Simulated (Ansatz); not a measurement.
A made-up structure of H3SeSO (charge +1), closed shell:

```tsv
atom	x (Å)	y (Å)	z (Å)
S1	-0.9933	-1.1279	-0.7921
O2	0.3549	0.4710	1.6848
Se3	0.3505	-0.3467	-0.0390
H4	-1.2376	-0.0869	-1.6143
H5	1.6831	-0.9244	-0.4519
H6	0.3303	1.3509	1.2774
```

It is relaxed with PBE-D4/def2-SVP and then PBE0-D4/def2-TZVP (Ansatz 0.2.0). Atoms count as bonded within 1.22 times the sum of their covalent radii (H–H: 0.88 Å). The end point is not checked to be a true minimum.

Question: Does its bonding change? (Judge from chemistry; the calculation decides.)

Answer: Computed: No: no bond forms or breaks.

Where it ends: The first stage lowers the energy by 5.07 eV in 11 steps. It ends as H₃SeSO ([OH][SeH][SH]), total charge +1:
```xyz
6
angstrom
S -0.9780 -1.1635 -0.8892
O 0.5143 0.3877 1.3804
Se 0.7109 0.0638 -0.3243
H -1.5483 -0.1509 -1.5750
H 1.5799 -1.1003 -0.0455
H 0.2089 1.2993 1.5186
```

Labels in which every atom is bracketed show which atoms are joined, not bond orders.

For scale, one of the runs: PBE0-D4/def2-TZVP relaxation, 134 basis functions, launched by `ansatz run in.yaml --threads 2 --pin off --events-out ev --progress --plain --max-ram 4352MiB`. Hardware: 2 CPU threads of an Arm Neoverse V1, shared host. Wall time about 22 s.
